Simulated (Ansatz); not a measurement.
System: H₃S₂, charge 1, multiplicity 1. It need not be the lowest isomer of its formula. 
Coordinates optimised at B3LYP-D3(BJ)/def2-TZVP (Ansatz, an electronic-structure program):
```xyz
5

S     -0.8128    -0.1252     0.5607
S      0.8973     0.1229    -0.5928
H     -1.7033    -0.5286    -0.3799
H      1.6348    -0.5812     0.2913
H     -1.2829     1.1466     0.6035
```
Charge +1, spin multiplicity 1.

Basis-set convergence of Hartree-Fock and CCSD(T) correlation energies (hartree) with Ansatz. Valence correlation only, unless marked. No spin-orbit coupling. No relativistic terms.

```
basis        functions       E(HF)  E(corr, CCSD(T))
-----------  ---------  ----------  ----------------
def2-SVPD           78  -796.26191          -0.33338
def2-TZVPPD        153  -796.53941          -0.41458
def2-QZVPPD        257  -796.56172          -0.44159
```

Extrapolating the two largest sets (X = 3 and 4) as X^-3: E(corr) = (64·(-0.44159) - 27·(-0.41458))/37 = -0.4613 Eh, an estimate of the basis-set limit. The largest set recovers 95.7 % of it, the smallest 72.3 %.
